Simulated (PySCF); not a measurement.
Computed shifts of a molecule C₂H₇NOSi, HF/pcSseg-1 in PySCF, GIAO, gas phase, atoms alike by connectivity averaged where their shifts nearly agree, in ppm (number of nuclei): ¹³C: 193.6 (1), 69.4 (1). ¹⁵N: 390.5 (1). ²⁹Si: -41.6 (1). ¹H: 8.81 (1), 4.95 (3), 4.58 (2), 1.55 (1). References: ¹⁷O against H2O (σ = 333.0 ppm); ¹³C against TMS (σ = 192.6 ppm); ¹⁵N against NH3 (σ = 267.3 ppm); ²⁹Si against TMS (σ = 393.8 ppm); ¹H against TMS (σ = 31.99 ppm), references at their B3LYP-D3(BJ)/def2-TZVP geometries, non-relativistic. Coordinates come from a PBE-D3(BJ)/def2-SVP optimisation. One conformer was computed; it need not be the lowest.

Q: Identify the compound among the candidates.
(A) C=C[Si@@H](N)O
(B) CN(C)[Si]O
(C) CO/C=N/[SiH3]
(D) OC/C=N/[SiH3]

A: D, OC/C=N/[SiH3]
